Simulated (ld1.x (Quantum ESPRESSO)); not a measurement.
**F: RRKJ pseudisation with PBEsol, scalar-relativistic reference atom.**

F, norm-conserving RRKJ (Kleinman–Bylander form), made with ld1.x (Quantum ESPRESSO) 7.5 (PBEsol, scalar-relativistic). Core [He], reference 2s2 2p3 (charge +2). Waves: 2s (bound): rc 0.55 bohr; 2p (bound): rc 1.34 bohr. Local part: the p channel. Core correction: Bessel-smoothed model core inside 0.50 bohr.

* Cutoffs needed: 230 Ry and 300 Ry (the cutoffs (Ry, on a coarse ladder) from which the occupation-weighted sum of valence levels, in a spherical-Bessel basis at the reference potential, stays within 10 and 1 mRy of its value at 400 Ry)
* Ghost test: no extra level below or beside the all-electron valence levels (s, p, d, f tested) (spherical-Bessel basis up to 400 Ry, 20 bohr box)
* Largest excitation error: +828 meV (all-electron minus pseudo) for 2s2 2p1, out of 7 test configurations
